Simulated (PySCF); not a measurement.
**PbO⁺: one state, many levels of theory**

State: ²Π (doublet), unpaired electrons π ↑. Set-up: PySCF, scalar-relativistic core potentials, basis sets Pb def2-SVP with ECP60, O def2-SVP. De refers to Pb⁺ + O in their high-spin ground configurations, without counterpoise correction. The functionals are run spin-unrestricted. A positive dipole points towards O; it is taken about the centre of mass and depends on that origin. Levels whose curve was spin-contaminated or gave no clean fit are not listed.

| Level | Re (Å) | ωe (cm⁻¹) | De (eV) | μ (D) |
| --- | --- | --- | --- | --- |
| UHF-CCSD | 2.110 | 580 | n/a | n/a |
| LDA | 2.104 | 577 | n/a | -2.27 |
| PBE | 2.135 | 550 | n/a | -2.44 |
| TPSS | 2.129 | 560 | n/a | -2.56 |
| r²SCAN | 2.115 | 573 | n/a | -2.67 |
| PBE0 | 2.106 | 585 | n/a | -2.85 |
| r²SCAN0 | 2.096 | 597 | n/a | -2.96 |
| HSE06 | 2.108 | 584 | n/a | -2.83 |

Task: What does the step from GGA to meta-GGA do here, going from PBE to r²SCAN?

Result: r²SCAN less PBE: -2.0 pm in Re, +4.2 % in ωe. 

Task: What does the gradient correction do here, going from LDA to PBE?

Result: PBE less LDA: +3.1 pm in Re, -4.7 % in ωe. The gradient correction favours the more uneven density of free atoms, so it tends to lengthen bonds and takes away much of the overbinding of LDA; so it does here.

Correlated steps freeze 5 core orbitals. These are scalar-relativistic numbers at best; spin–orbit coupling would shift them, the dissociation energy most. The state was picked by a PBE0 search and need not be the measured ground state.
